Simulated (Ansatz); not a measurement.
Reaction: AgCl (SMILES [Cl][Ag]) → AgCl+ (parent SMILES [Cl][Ag], doublet) + e-
Each species at its own B3LYP-D3(BJ)/def2-TZVP minimum (Ansatz, a program for electronic structure).

Wanted: adiabatic ionisation energy (electronic), in eV. Open shells are spin-unrestricted; no spin-orbit coupling. Cores are frozen in correlated methods (noble-gas shells, and filled d and f shells in the p block). Past Kr the def2 sets carry scalar-relativistic core potentials. CBS(X,Y): correlation extrapolated as X^-3, Hartree-Fock from the larger set. A bracket is a step between two methods taken in the basis named. The spin of AgCl+ (parent SMILES [Cl][Ag], doublet) was assumed, and the state is the lowest solution found for it.

CCSD(T)/CBS(def2-TZVPP,def2-QZVPP) + [CCSDT(Q) - CCSD(T)]/def2-TZVPP (Ansatz) gives 10.05 eV.

Task: How far off this value is PBE/def2-TZVPD (Ansatz), in which direction, and how far these levels: r2SCAN/def2-TZVPD, B3LYP/def2-TZVPD, wB97M-V/def2-TZVPD, B2PLYP/def2-TZVPD, CCSD(T)/CBS(def2-TZVPP,def2-QZVPP)?

Result: PBE gives 10.07 eV, 0.02 eV above it. Differences of the others: r2SCAN/def2-TZVPD (Ansatz) -0.02; B3LYP/def2-TZVPD (Ansatz) 0.00; wB97M-V/def2-TZVPD (Ansatz) -0.14; B2PLYP/def2-TZVPD (Ansatz) -0.16; CCSD(T)/CBS(def2-TZVPP,def2-QZVPP) (Ansatz) 0.00 eV.
